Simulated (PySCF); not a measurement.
Spectroscopy problems

[PySCF: shieldings: GIAO PBE0/pcSseg-1; geometry from GFN2-xTB; fast rotation and ring inversion assumed for equivalent nuclei; a single conformation; isolated molecule; no relativistic terms]

Scale: TMS for 1H and 13C (reference shieldings calculated alike). Splittings of carbon signals by F and P are missing where no couplings were computed. Where no couplings were computed, multiplicities follow the n + 1 count of equivalent neighbours, and m marks all less simple cases (inequivalent or close neighbours, rings, F or P nearby). Shifts are as computed. Against solution values, carbons near 30 ppm lie about +3 ppm off and those near 130 ppm about +5 ppm. Of 1309 compounds with measured shifts, 239 miss one by over three times the rms of a fit or turn the order of signals round; such compounds aren't used in these exercises.

Question: C₄H₉FOSi₂. 1H NMR (300 MHz, computed): δ 10.47 (m, 1H), 5.79 (m, 1H), 4.46 (m, 2H), 4.06 (t, 3H), 0.24 (m, 2H). 13C{1H} NMR (computed): δ 196.5 (C), 190.2 (CH), 130.6 (CH), -11.3 (CH2). Identify the compound.

Answer: SMILES O=C/C=C(\F)[SiH2]C[SiH3]. Rings plus π bonds: 2 (no ring in the answer). 4 carbon signals for 4 carbons: no two carbons are equivalent. Carbon types of the structure: 1 × C, 2 × CH, 1 × CH2, leaving 5 H on heteroatoms. δC 196.5: β carbon of a C=C–C=O unit; conjugation with the carbonyl draws π density from the β position. δC 190.2: aldehyde carbonyl carbon; the double bond to the heteroatom, with no lone-pair donor beside it, deshields it most. δC 130.6: α carbon of a C=C–C=O unit; an sp2 carbon of a C=C bond. δH 10.47: hydrogen on an aldehyde carbonyl carbon; deshielded by the polar, anisotropic C=O bond.

The data come from this structure; uniqueness wasn't tested.

Question: C₂H₁₁ClSi₄. 1H NMR (400 MHz, computed): δ 6.84 (br s, 1H), 6.32 (br s, 1H), 6.00 (m, 1H), 4.36 (s, 3H), 3.55 (m, 3H), 3.52 (m, 1H), 3.49 (m, 1H). 13C{1H} NMR (computed): δ 156.1 (C), 153.4 (CH2). Identify the compound.

Answer: SMILES C=C([SiH3])[Si@H](Cl)[SiH2][SiH3]. Rings plus π bonds: 1 (no ring in the answer). 2 carbon signals for 2 carbons: no two carbons are equivalent. Carbon types of the structure: 1 × C, 1 × CH2, leaving 9 H on heteroatoms. δC 156.1: fully substituted alkene carbon; the olefinic region. δC 153.4: terminal =CH2 carbon; the olefinic region. δH 6.84, 6.32: hydrogen on a terminal =CH2 carbon; attached to an sp2 carbon and in the plane of the double bond. δH 4.36: hydrogen on a silicon bonded to C.

The data come from this structure; uniqueness wasn't tested.
